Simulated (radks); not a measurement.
The numbers below are computed, except where a source is named.
Problem. The magnesium ion Mg2+, [Ne]. Level of theory: non-relativistic Kohn-Sham, PBE, spin-polarised, spherical densities, point nucleus (a radial shooting solver on a logarithmic mesh with Libxc functionals). Every spin shell is full or empty, so the densities are truly spherical. Functionals are evaluated on that one density, not self-consistently. Rank these orbital-free kinetic functionals by their error against the exact value of the orbitals, and give that value: Thomas-Fermi, von Weizsacker, TF + vW, TF + vW/5, LC94, APBEK, revAPBEK, Perdew 92, Pearson, LKT, PG1, Ernzerhof.

Solution. Exact: 198.777 hartree. From best to worst, with 100 (|E| - |E exact|)/|E exact| (equal figures are ties): LC94 +0.10, APBEK +0.23, Ernzerhof +0.34, Perdew 92 -0.49, revAPBEK +0.66, Pearson -1.98, TF + vW/5 +5.42, Thomas-Fermi -7.91, PG1 +28.25, von Weizsacker -33.37, LKT +34.48, TF + vW +58.72.
